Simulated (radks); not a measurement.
Se, 34 electrons, occupied as [Ar] 3d10 4s2 4p4 (the NIST ground configuration). All-electron calculation, scalar-relativistic Kohn-Sham, Slater X-alpha with alpha = 0.921, spin-polarised, spherical densities, finite nucleus; open shells are filled with parallel spins first; Fermi nuclear charge, rms radius 4.14 fm. Program: a radial shooting solver on a logarithmic mesh with Libxc functionals.

X-ray form factor f0, the Fourier transform of the density (f0(0) = 34):

| sin(theta)/lambda (1/angstrom) | f0 (electrons) |
|---|---|
| 0.05 | 33.341 |
| 0.1 | 31.632 |
| 0.15 | 29.439 |
| 0.2 | 27.233 |
| 0.25 | 25.236 |
| 0.3 | 23.479 |
| 0.4 | 20.478 |
| 0.5 | 17.846 |
| 0.6 | 15.457 |
| 0.8 | 11.551 |
| 1 | 8.943 |
| 1.25 | 7.094 |
| 1.5 | 6.085 |
| 2 | 4.791 |
